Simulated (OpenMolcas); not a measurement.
# P3+: from CASSCF to CASPT2

```json
{
  "Program": "OpenMolcas 26.06",
  "Basis": "ANO-R1 [4s3p1d]",
  "Scalar Hamiltonian": "X2C, finite nucleus",
  "Active space": "2 electrons in 4 orbitals (3s 3p)",
  "State averaging": "2S+1 = 3 even, 3 roots; 2S+1 = 1 even, 7 roots; 2S+1 = 3 odd, 3 roots; 2S+1 = 1 odd, 3 roots",
  "Spin-orbit coupling": "RASSI with atomic mean-field integrals over the reference wave functions, term energies averaged over their components"
}
```

Methods on the same reference wave functions:
A. CASSCF
B. SS-CASPT2, IPEA 0.25 Eh, imaginary shift 0.1 Eh (closed shells correlated: 2s 2p)
C. MS-CASPT2, IPEA 0.25 Eh, imaginary shift 0.1 Eh (closed shells correlated: 2s 2p)

Energies in cm-1 above 3s2 1S0, the measured ground level; measured values from Martin, Zalubas and Musgrove, J. Phys. Chem. Ref. Data 14, 751 (1985).

```tsv
Level	A	B	C	Measured
3s2 1S0	0.0	0.0	0.0	0.0
3s 3p 3P* 0	65827	65419	65441	67918
3s 3p 3P* 1	66064	65655	65678	68146
3s 3p 3P* 2	66545	66136	66159	68615
3s 3p 1P* 1	114352	107161	107184	
3p2 3P0	161093	160342	160364	164941
3p2 3P1	161335	160587	160610	165185
3p2 3P2	161793	161009	161031	165654
3p2 1D2	174369	163448	163471	158142
3p2 1S0	202415	193638	193683	194592
```

Deviations, from unrounded energies. A percentage is the sum of absolute deviations over the sum of measured energies, with the sign that they share, or ± where signs differ.

| Against measurement | Levels | A | B | C |
| --- | --- | --- | --- | --- |
| mean absolute deviation (cm-1) | 8 | 5200 | 3400 | 3400 |
| other configurations (%) | 8 | ±4.0 | ±2.6 | ±2.6 |

B, C lie about equally close to measurement and A furthest from it. The largest miss of C in the table is 3p2 1D2, by +5300 cm-1. The ranking rests on the paired levels alone, and a cruder setting can come out closer through cancelling errors.

Between B and C the level of the table that moves most is 3p2 1S0, by 46 cm-1 (lowest in B, highest in C).

The lowest spin-free term lies below A's lowest term by 0.013 hartree in B, 0.013 hartree in C.

Over all roots computed the reference weight is 0.92 to 1.00 in B, 0.92 to 1.00 in C; the roots of lowest weight are the least certain, and an intruder state may touch them. The ¹D term of p² mixes with s d, which this space lacks. The basis is small and was not contracted for so high a charge. Measured partners are found by configuration, term and J. A level has none where our copy of the source lacks it or the pairing is in doubt (some pairs that miss far off the trend of their configuration count as doubtful), and it then counts in no deviation. Only configurations of the active space appear.

* marks odd parity.
